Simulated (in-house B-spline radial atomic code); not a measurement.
What moves the levels of neutral chlorine ([Ne] 3s2 3p5)? Computed with a radial B-spline atomic code at the basis-set limit: Dirac-Hartree-Fock, average of configuration, Fermi nucleus of rms radius 3.3654 fm.

Baseline run (computed): total energy -460.9384 hartree, 1s1/2 at -105.2911 hartree, 3p3/2 at -13.716 eV with <r> = 1.845 bohr.

Scaling the speed of light c (a factor of 100 is close to the non-relativistic limit):

| c/c0 | ΔE (hartree) | 3p3/2 level (eV) | 3p3/2 <r> (bohr) |
| --- | --- | --- | --- |
| 0.9 | -0.34489 | -13.701 | 1.845 |
| 0.98 | -0.060536 | -13.7134 | 1.845 |
| 1.02 | 0.056976 | -13.7186 | 1.844 |
| 3 | 1.296 | -13.7728 | 1.842 |
| 100 | 1.4566 | -13.7798 | 1.842 |

Changing the nucleus:

| nucleus | ΔE (eV) |
| --- | --- |
| Gaussian nucleus of rms radius 0.01 fm | -0.0141 |
| Fermi nucleus of rms radius 3.2981 fm | -0.000554 |
| Fermi nucleus of rms radius 3.4327 fm | 0.000565 |

A larger nucleus binds the electrons less, roughly as the density at the nucleus times the change of the nuclear <r²>. A radius of 0.01 fm is nearly a point.

(1) The nuclear charge is raised by 0.1. What does the Hellmann-Feynman theorem predict for the energy, and what is found?

Results:

(1) dE/dZ ≈ -Σ<1/r>, which is -64.7461 at the start and -65.238 at the end; their mean times 0.1 is -6.4992 hartree, and the two runs differ by -6.4992 hartree.
